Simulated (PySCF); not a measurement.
PySCF 2.14 output of an unrestricted PW91 calculation on a single atom or ion in dyall-av3z (19s12p3d2f, 84 functions), with no relativity, point nucleus:

```
SCF conv_tol = 1e-09
number electrons alpha = 7  beta = 5
    J. P. Perdew. In P. Ziesche and H. Eschrig, editors, Proceedings of the 75. WE-Heraeus-Seminar and 21st Annual International Symposium on Electronic Structure of Solids, 11. Berlin, 1991. Akademie Verlag.
    J. P. Perdew, J. A. Chevary, S. H. Vosko, K. A. Jackson, M. R. Pederson, D. J. Singh, and C. Fiolhais.,  Phys. Rev. B 46, 6671 (1992)
    J. P. Perdew, J. A. Chevary, S. H. Vosko, K. A. Jackson, M. R. Pederson, D. J. Singh, and C. Fiolhais.,  Phys. Rev. B 48, 4978 (1993)
    J. P. Perdew. In P. Ziesche and H. Eschrig, editors, Proceedings of the 75. WE-Heraeus-Seminar and 21st Annual International Symposium on Electronic Structure of Solids, 11. Berlin, 1991. Akademie Verlag.
    J. P. Perdew, J. A. Chevary, S. H. Vosko, K. A. Jackson, M. R. Pederson, D. J. Singh, and C. Fiolhais.,  Phys. Rev. B 46, 6671 (1992)
    J. P. Perdew, J. A. Chevary, S. H. Vosko, K. A. Jackson, M. R. Pederson, D. J. Singh, and C. Fiolhais.,  Phys. Rev. B 48, 4978 (1993)
cycle= 1 E= -287.839155390375  delta_E= -0.00971  |g|= 0.013  |ddm|= 0.118
cycle= 2 E= -287.839175033741  delta_E= -1.96e-05  |g|= 0.00535  |ddm|= 0.0112
cycle= 3 E= -287.83917731619  delta_E= -2.28e-06  |g|= 0.000933  |ddm|= 0.000942
cycle= 4 E= -287.839177385648  delta_E= -6.95e-08  |g|= 1.57e-05  |ddm|= 0.000246
cycle= 5 E= -287.839177385805  delta_E= -1.57e-10  |g|= 3.02e-06  |ddm|= 3.14e-05
converged SCF energy = -287.839177385805  <S^2> = 2.0000256  2S+1 = 3.000017
```

The run itself started from symmetry-adapted Hartree-Fock orbitals and held the occupation by maximum overlap, on a logarithmic radial grid, so the iterations belong to that start.

Q: Which element, charge and spin multiplicity is this?

A: Si²⁺ (silicon, charge +2), multiplicity 3; the state was [Ne] 3s1 3d1, high-spin 3D determinant (an excited configuration).

The outer electron is Rydberg-like, and this basis confines it to a smaller radius and binds it less than a complete one would.
